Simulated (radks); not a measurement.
Question: Species: Ce IV. Configuration: [Xe] 7d1 (not the ground configuration). Method: scalar-relativistic Kohn-Sham, PBE, spin-polarised, spherical densities, point nucleus; open shells are filled with parallel spins first (spin-orbit coupling, left out, can overturn this in heavy ions); computed with a radial shooting solver on a logarithmic mesh with Libxc functionals. Some entries of the table are withheld. Estimate them.

orbital  occ.  eigenvalue (eV)  r(max) (bohr)  <r> (bohr)
1s down     1        -40310.86        0.01574     0.02457
1s up       1        -40310.86        0.01574     0.02457
2s up       1        -6488.493        0.08906      0.1052
2s down     1        -6488.487        0.08906      0.1052
2p up       3        -5814.955        0.07168     0.09237
2p down     3        -5814.950        0.07168     0.09237
3s up       1        -1430.132         0.2547      0.2787
3s down     1        -1430.129         0.2547      0.2786
3p up       3        -1215.968         0.2493      0.2767
3p down     3        -1215.965         0.2493      0.2767
3d up       5        -911.8088         0.2053      0.2536
3d down     5        -911.8038         0.2053      0.2536
4s up       1        -321.3918         0.5922      0.6353
4s down     1        -321.3836         0.5922      0.6353
4p up       3        -251.2071         0.6179         (1)
4p down     3        -251.1995         0.6179         (2)
4d up       5              (3)         0.6495      0.7368
4d down     5              (4)         0.6495      0.7368
5s up       1         -74.7917          1.345         (5)
5s down     1         -74.7467          1.345         (6)
5p up       3         -56.0219          1.493       1.646
5p down     3         -55.9621          1.493       1.644
7d up       1          -8.6028          8.527       8.045

Answer: 
(1) 4p up <r> (bohr): 0.6717
(2) 4p down <r> (bohr): 0.6717
(3) 4d up eigenvalue (eV): -150.1026
(4) 4d down eigenvalue (eV): -150.0943
(5) 5s up <r> (bohr): 1.461
(6) 5s down <r> (bohr): 1.460
